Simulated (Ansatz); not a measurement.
Consider the redistribution: `NB(O)CF` + `F[SiH](Cl)[GeH3]` → `OB(F)CF` + `N[SiH](Cl)[GeH3]`.

Calculated with Ansatz (gas phase, PBE0-D4/def2-TZVP geometries, no zero-point term in ΔE). CCSD(T)/CBS is the MP2 limit (def2-TZVPP, def2-QZVPP) plus CCSD(T) − MP2 in def2-TZVPP, frozen cores. For Ge outer-core shells are correlated without core-valence functions, which leaves a few kJ/mol of doubt a bond. Scalar relativity is left out up to krypton. One conformer a species, not always the lowest.

```tsv
species	MP2/CBS(def2) energy (Eh)
`NB(O)CF`	-295.56365
`F[SiH](Cl)[GeH3]`	-2927.20804
`OB(F)CF`	-339.47568
`N[SiH](Cl)[GeH3]`	-2883.28376
```

Task: Work out ΔE.

Result: ΔE = (-339.47568) + (-2883.28376) − (-295.56365) − (-2927.20804) = 0.01225 Eh = +0.33 eV. CCSD(T)/CBS gives +0.33 eV.

Largest T1 diagnostic among the species: 0.012.
